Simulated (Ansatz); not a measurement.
Si(F)3(SiH3) (F3H3Si2), SMILES F[Si](F)(F)[SiH3].

Geometry optimised at PBE0-D3(BJ)/def2-SVP.

Two levels are set side by side: PBE/def2-SVPD (Ansatz, a quantum-chemistry and plane-wave program) and CAM-B3LYP/def2-SVPD (Ansatz). Energy differences of separate SCF runs at the same geometry; the states with an electron removed or added have multiplicity 2 and 2. Differences are taken from unrounded values.

```csv
quantity,CAM-B3LYP,PBE,PBE minus CAM-B3LYP
vertical ionisation energy (eV),11.99,11.43,-0.56
vertical singlet–triplet gap (eV),7.04,6.46,-0.58
```
